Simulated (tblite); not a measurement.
Compound: C7H12B2O.
Numbering: `[BH2:1][C:2]1=[CH:3][O:4][C@@H:5]2[CH2:6][CH2:7][C@H:8]1[C@@H:9]2[BH2:10]` (hydrogens: H11, H12 on B1; H13 on C3; H14 on C5; H15, H16 on C6; H17, H18 on C7; H19 on C8; H20 on C9; H21, H22 on B10)

Computed with GFN2-xTB (tblite), gas phase: L-BFGS steps from a force-field or distance-geometry start until the largest atomic force falls under 0.01 eV/Å.

At the end of the run (lengths in Å): C3–O4 1.340, C3–H13 1.082, O4–C5 1.429, C6–H16 1.090, B1–C2 1.521, C9–B10 1.573, C6–H15 1.090, C2–C3–O4 126.8°, C3–O4–C5 114.6°, C2–C8–C9 107.3°, B1–C2–C3 121.3°, B1–C2–C3–O4 -178°, C2–C3–O4–C5 2°, C3–O4–C5–C6 72°, H20–C9–B10–H21 -97°, H21–B10–C9–C8 26°.

Task: These geometries were met on the way; a selection of coordinates is given. Order them by energy above the end point, lowest first.
A. C3–O4 1.401, C3–H13 1.093, O4–C5 1.424, C6–H16 1.126, B1–C2 1.555, C9–B10 1.605, C6–H15 1.117, C2–C3–O4 118.8°, C3–O4–C5 122.0°, C2–C8–C9 110.2°, B1–C2–C3 120.8°, B1–C2–C3–O4 -179°, C2–C3–O4–C5 4°, C3–O4–C5–C6 71°, H20–C9–B10–H21 -119°, H21–B10–C9–C8 4°
B. C3–O4 1.347, C3–H13 1.096, O4–C5 1.466, C6–H16 1.082, B1–C2 1.527, C9–B10 1.569, C6–H15 1.086, C2–C3–O4 127.0°, C3–O4–C5 115.7°, C2–C8–C9 110.1°, B1–C2–C3 123.9°, B1–C2–C3–O4 180°, C2–C3–O4–C5 4°, C3–O4–C5–C6 73°, H20–C9–B10–H21 -121°, H21–B10–C9–C8 5°
C. C3–O4 1.342, C3–H13 1.082, O4–C5 1.424, C6–H16 1.091, B1–C2 1.524, C9–B10 1.573, C6–H15 1.090, C2–C3–O4 126.7°, C3–O4–C5 115.8°, C2–C8–C9 108.3°, B1–C2–C3 123.2°, B1–C2–C3–O4 -179°, C2–C3–O4–C5 3°, C3–O4–C5–C6 73°, H20–C9–B10–H21 -122°, H21–B10–C9–C8 3°
D. C3–O4 1.372, C3–H13 1.120, O4–C5 1.454, C6–H16 1.100, B1–C2 1.540, C9–B10 1.585, C6–H15 1.098, C2–C3–O4 123.0°, C3–O4–C5 119.2°, C2–C8–C9 110.1°, B1–C2–C3 123.0°, B1–C2–C3–O4 180°, C2–C3–O4–C5 5°, C3–O4–C5–C6 72°, H20–C9–B10–H21 -119°, H21–B10–C9–C8 4°
E. C3–O4 1.345, C3–H13 1.075, O4–C5 1.430, C6–H16 1.089, B1–C2 1.526, C9–B10 1.572, C6–H15 1.092, C2–C3–O4 127.1°, C3–O4–C5 115.3°, C2–C8–C9 109.3°, B1–C2–C3 123.5°, B1–C2–C3–O4 -179°, C2–C3–O4–C5 3°, C3–O4–C5–C6 73°, H20–C9–B10–H21 -121°, H21–B10–C9–C8 3°

Result: C (0.026 eV), E (0.047 eV), B (0.097 eV), D (0.244 eV), A (0.437 eV).

```json
{"step": "8", "E above end (eV)": "0.026", "rms distance from the end, all atoms (Å)": "0.148", "largest force (eV/Å)": "0.158", "rms shift of all bonds from the end (Å)": "0.002"}
{"step": "5", "E above end (eV)": "0.047", "rms distance from the end, all atoms (Å)": "0.151", "largest force (eV/Å)": "0.296", "rms shift of all bonds from the end (Å)": "0.004"}
{"step": "3", "E above end (eV)": "0.097", "rms distance from the end, all atoms (Å)": "0.154", "largest force (eV/Å)": "0.717", "rms shift of all bonds from the end (Å)": "0.010"}
{"step": "1", "E above end (eV)": "0.244", "rms distance from the end, all atoms (Å)": "0.160", "largest force (eV/Å)": "1.378", "rms shift of all bonds from the end (Å)": "0.015"}
{"step": "0", "E above end (eV)": "0.437", "rms distance from the end, all atoms (Å)": "0.164", "largest force (eV/Å)": "2.579", "rms shift of all bonds from the end (Å)": "0.022"}
```

Rows stand in the order of the answer.
